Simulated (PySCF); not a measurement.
C₄H₄F₂.

```xyz
10

C      2.7990     0.2513     0.0000
C      1.5688    -0.1931     0.0000
C      0.3287    -0.6215     0.0000
C     -0.8493     0.3005     0.0000
F     -1.6266     0.0567     1.0928
F     -1.6266     0.0567    -1.0928
H      3.3337     0.4412     0.9380
H      3.3337     0.4412    -0.9380
H      0.0921    -1.6941     0.0000
H     -0.5630     1.3669     0.0000
```

Geometry: r2SCAN-D4/def2-SVP. Other conformers were not sampled.

Level of theory: B3LYP/pcSseg-1 run with PySCF. Non-relativistic, no solvent.

Computed absolute GIAO shielding of each atom: isotropic value and principal components (ppm):
```tsv
atom	σ(iso)	σ11	σ22	σ33	span
C1	95.9	4.2	121.0	162.5	158.4
C2	-48.2	-66.4	-61.3	-17.0	49.4
C3	83.8	3.9	107.6	140.0	136.1
C4	55.5	38.8	57.1	70.7	31.9
F5	285.4	176.9	321.5	357.8	181.0
F6	285.4	176.9	321.5	357.8	181.0
H7	26.1	24.4	24.8	29.2	4.7
H8	26.1	24.4	24.8	29.2	4.7
H9	25.7	23.9	25.7	27.6	3.7
H10	25.3	23.6	24.4	27.8	4.2
```
